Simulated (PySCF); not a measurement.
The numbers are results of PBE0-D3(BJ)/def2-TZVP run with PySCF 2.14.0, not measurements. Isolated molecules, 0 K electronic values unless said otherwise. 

Reference species (SMILES): `N#C[SiH]` (excited triplet) (neutral, multiplicity 3).

```yaml
dipole_moment: 3.53 D
```

Changed species: `C[SiH]` (excited triplet) (X = methyl, multiplicity 3; the reference has X = cyano, multiplicity 3).

**Question.** Give the shifts of the dipole moment.

**Answer.** the dipole moment drops by 2.47 D, to 1.06 D.
